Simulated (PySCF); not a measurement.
C3H7O3S (doublet state).
SMILES with atom numbers: `[CH3:1][C:2]([CH3:3])[S:4](=[O:5])(=[O:6])[OH:7]` (hydrogens: H8, H9, H10 on C1; H11, H12, H13 on C3; H14 on O7)

Geometry (GFN2-xTB, Å), atoms numbered from 1 in this order:
```xyz
14
C3H7O3S angstrom
C     -1.5791    0.2629   -0.4755
C     -0.3441   -0.2028    0.1606
C      0.0340   -1.5896    0.4469
S      0.8884    1.0047    0.4079
O      1.8765    0.5707    1.3522
O      0.3096    2.3027    0.5820
O      1.6011    0.9662   -1.0642
H     -1.5407    0.1264   -1.5629
H     -1.6863    1.3280   -0.2812
H     -2.4528   -0.2793   -0.1115
H      0.8995   -1.5841    1.1057
H      0.3064   -2.1261   -0.4695
H     -0.7860   -2.1432    0.9076
H      2.4727    1.3632   -1.0204
```

Computed geometry: GFN2-xTB, gas phase. This method treats the open shell by occupation alone, without spin polarisation.

Take the most abundant isotopes and a rigid rotor. The values belong to one conformer with, in the numbering `[CH3:1][C:2]([CH3:3])[S:4](=[O:5])(=[O:6])[OH:7]`, C1–C2–S4–O5 163°, C2–S4–O7–H -162°.

Question: What are A, B and C (MHz)?

Answer: Ia = 162.14, Ib = 240.64, Ic = 292.20 u·Å²; 505379 MHz·u·Å²/I gives A = 3117, B = 2100, C = 1730 MHz.

Question: What kind of rotor is it?

Answer: An asymmetric top; Ray's κ = -0.466.

Question: What does the inertial defect say?

Answer: Not planar: Δ = Ic − Ia − Ib = -110.58 u·Å². For a rigid frame Δ = −2 Σ m c², so Σ m c² = 55.29 u·Å² lies off the ab plane: 5.91 from hydrogen and 49.38 from heavier atoms. The atom farthest from that plane is 1.67 Å away.

Question: List the rotational levels J(Ka,Kc) to J = 5 (K).

Answer: Above 0(0,0), as E/k:
J = 1: 1(0,1) 0.184, 1(1,1) 0.233, 1(1,0) 0.250
J = 2: 2(0,2) 0.547, 2(1,2) 0.582, 2(1,1) 0.636, 2(2,1) 0.782, 2(2,0) 0.786
J = 3: 3(0,3) 1.084, 3(1,3) 1.105, 3(1,2) 1.211, 3(2,2) 1.334, 3(2,1) 1.353, 3(3,1) 1.624, 3(3,0) 1.625
J = 4: 4(0,4) 1.787, 4(1,4) 1.798, 4(1,3) 1.972, 4(2,3) 2.066, 4(2,2) 2.116, 4(3,2) 2.366, 4(3,1) 2.370, 4(4,1) 2.764, 4(4,0) 2.764
J = 5: 5(0,5) 2.655, 5(1,5) 2.660, 5(1,4) 2.911, 5(2,4) 2.976, 5(2,3) 3.077, 5(3,3) 3.294, 5(3,2) 3.309, 5(4,2) 3.692, 5(4,1) 3.693, 5(5,1) 4.203, 5(5,0) 4.203
Those of J = 1 are B + C, A + C and A + B.

For this open shell read J as N, the rotation without spin; fine and hyperfine splittings come on top. Stationary, but not proved a minimum. Constants of a rigid frame at the computed geometry: no zero-point averaging, no centrifugal distortion.
